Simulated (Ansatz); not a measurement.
`C[SiH2][SiH2]Cl` and `C[SiH2][SiH](C)Cl` differ in one atom or group.

Ansatz, PBE0-D4/def2-TZVP geometries, multiplicity 1. Each molecule was computed in one conformer, which needn't be the lowest.

```csv
property,`C[SiH2][SiH2]Cl`
HOMO–LUMO gap (B3LYP/def2-TZVPP) / eV,7.10
HOMO energy (PBE0/def2-TZVPP) / eV,-7.93
LUMO energy (PBE0/def2-TZVPP) / eV,-0.46
size of the dipole moment (B3LYP/def2-TZVPP) / D,1.57
HOMO energy (B3LYP/def2-TZVPP) / eV,-7.74
size of the dipole moment (PBE/def2-TZVPP) / D,1.52
```

Problem. What does the change do to each property? (Estimate.)

Solution. Computed: 
| property | `C[SiH2][SiH](C)Cl` | shift |
| --- | --- | --- |
| HOMO–LUMO gap (B3LYP/def2-TZVPP) / eV | 7.17 | 0.07 |
| HOMO energy (PBE0/def2-TZVPP) / eV | -7.68 | 0.25 |
| LUMO energy (PBE0/def2-TZVPP) / eV | -0.14 | 0.32 |
| size of the dipole moment (B3LYP/def2-TZVPP) / D | 1.39 | -0.18 |
| HOMO energy (B3LYP/def2-TZVPP) / eV | -7.50 | 0.24 |
| size of the dipole moment (PBE/def2-TZVPP) / D | 1.29 | -0.23 |

With PBE0 the HOMO rises by 0.25 eV and the LUMO rises by 0.32 eV, so the gap widens by about 0.07 eV. PBE moves the HOMO by 0.24 eV and ωB97M-V by 0.26 eV. Dipoles are sizes alone; their direction can turn.

B3LYP here is the variant with VWN-RPA as its local correlation; programs differ in this.
